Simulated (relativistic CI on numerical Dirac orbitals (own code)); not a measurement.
## Level scheme of Sb43+

Calculated at this level of theory: Dirac-Coulomb-Breit CI, KLI orbitals optimised for each configuration, QED by a radiative potential, unscaled Slater integrals (own radial code, finite nucleus).

CI space (outside the closed core 1s2): 2s2 2p4, 2s 2p5, 2p6, 2p5 3s, 2p5 3p, 2p5 3d, 2s2 2p3 3s, 2s2 2p3 3p, 2s2 2p3 3d, 2s 2p4 3s, 2s 2p4 3p, 2s 2p4 3d, 2s2 2p3 4s, 2s2 2p3 4p, 2s2 2p3 4d, 2s2 2p3 4f, 2s 2p4 4s, 2s 2p4 4p, 2s 2p4 4d, 2s 2p4 4f, 2s2 2p2 3s2, 2s2 2p2 3s 3p, 2s2 2p3 5s, 2s2 2p3 5p, 2s2 2p3 5d, 2s2 2p3 5f, 2s2 2p3 5g, 2s2 2p2 3s 3d, 2s2 2p2 3p2, 2s2 2p2 3p 3d, 2s 2p3 3s2, 2s2 2p2 3d2, 2s 2p3 3s 3p, 2s 2p3 3s 3d, 2s 2p3 3p2, 2s 2p4 5s. Levels of other configurations are missing.

The lowest level is 2s2 2p4 3P_2, with 71 % of that term; Hund's rules for 2s2 2p4 give 3P with J = 2, in agreement.

```csv
No.,Configuration,Term,J,E (10³ cm⁻¹),%,Landé g
1,2s2 2p4,3P,2,0.0,71,1.340
2,2s2 2p4,1S,0,281.7,61,
3,2s2 2p4,3P,1,2082.7,100,1.486
4,2s2 2p4,1D,2,2213.9,71,1.127
5,2s 2p5,3P°,2,4036.9,100,1.484
6,2s2 2p4,3P,0,4399.0,61,
7,2s 2p5,1P°,1,4432.9,51,1.228
8,2s 2p5,3P°,0,6179.8,100,
9,2s 2p5,3P°,1,6434.8,51,1.237
10,2p6,1S,0,8726.5,99,
11,2p3(2P°) 3s,3P°,2,31732.4,45,1.536
12,2p3(2P°) 3s,1P°,1,31783.9,30,1.200
13,2p3(2P°) 3p,3P,1,32305.9,30,1.520
14,2p3(2P°) 3p,3D,2,32320.7,24,1.214
15,2p3(2P°) 3p,3D,3,32903.9,47,1.354
16,2p3(4S°) 3p,3P,1,32905.2,37,1.393
17,2p3(2P°) 3p,3P,2,33045.5,41,1.325
18,2p3(4S°) 3p,3P,0,33173.9,75,
19,2p3(2P°) 3d,3D°,2,33529.8,33,1.038
20,2p3(2P°) 3d,3F°,3,33569.4,27,1.139
21,2p3(2P°) 3d,3D°,1,33589.1,30,1.147
22,2p3(2P°) 3d,3P°,0,33595.2,59,
23,2p3(4S°) 3s,5S°,2,33702.2,47,1.536
24,2p3(2P°) 3d,3F°,4,33702.3,47,1.265
25,2s2 2p3 3d,3D°,2,33770.4,30,1.300
26,2p3(4S°) 3s,3S°,1,33771.3,54,1.301
27,2p3(2D°) 3s,3D°,3,33825.2,41,1.237
28,2p3(4S°) 3d,3D°,1,33903.0,39,1.018
29,2p3(2D°) 3s,3D°,3,33909.4,58,1.262
30,2p3(2D°) 3s,1D°,2,33919.2,66,1.044
31,2p3(2P°) 3s,3P°,0,34105.5,99,
32,2p3(2P°) 3s,3P°,1,34130.5,65,1.312
33,2p3(4S°) 3p,5P,1,34275.3,44,1.638
34,2p3(2D°) 3p,3F,2,34331.9,34,1.211
35,2p3(2D°) 3p,3F,3,34451.6,43,1.105
36,2p3(2D°) 3p,3P,2,34626.0,55,1.329
37,2p3(2P°) 3p,3D,1,34661.4,72,0.663
38,2p3(2D°) 3p,3P,0,34851.3,80,
39,2p3(4S°) 3p,5P,3,34866.9,50,1.390
40,2p3(4S°) 3p,3P,2,34882.8,38,1.415
41,2p3(2P°) 3p,3P,0,34940.4,82,
42,2p3(2D°) 3p,1P,1,34996.9,45,0.992
43,2p3(2D°) 3p,3D,3,35029.6,63,1.215
44,2p3(2D°) 3p,3F,4,35045.5,100,1.237
45,2p3(2D°) 3p,3P,1,35166.8,74,1.429
```

Energies count from the lowest computed level; ° marks odd parity. Percentages are summed over parent terms; the parents shown are those of the largest component, closed shells are left out there.

The mean weight of the leading LS term, summed over parents, in these 45 levels is 57 %, and that of the leading jj configuration (from the same eigenvectors) 94 %, so jj coupling describes them better and the LS labels are nominal.

At this charge energies of transitions that change n are usually good to better than 1 %, and those within a shell (Δn = 0) to a few per cent.

LS names give the leading component of a level, which can be under half, so a name can repeat, a term be missing and a line seem to break the LS rules.
